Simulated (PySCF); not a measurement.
How methods differ on the excitation energy of Mg⁺

Mg⁺ [Ne] 3s1 (2S) → Mg⁺ [Ne] 3d1 (2D), as a difference of total energies. Calculation: PySCF 2.14, in aug-cc-pCVTZ (8s7p5d3f, 75 functions); no relativity, point nucleus. Correlated levels: valence and next inner shell: 1s2 frozen. The calculations carry no spin-orbit coupling.

```json
{"method": "UHF", "excitation energy (eV)": "8.642"}
{"method": "MP2 (valence and next inner shell)", "excitation energy (eV)": "8.811"}
{"method": "SCS-MP2 (valence and next inner shell)", "excitation energy (eV)": "8.775"}
{"method": "CCSD (valence and next inner shell)", "excitation energy (eV)": "8.813"}
{"method": "CCSD(T) (valence and next inner shell)", "excitation energy (eV)": "8.818"}
```

Task: How much does correlation contribute at CCSD(T) (valence and next inner shell)?

Result: 8.818 − (8.642) = 0.176 eV, measured against UHF.

Errors of the correlated levels include the incompleteness of this basis and the frozen core.

For comparison: 8.864 eV (measured; NIST levels, between the centres of gravity of the two terms).
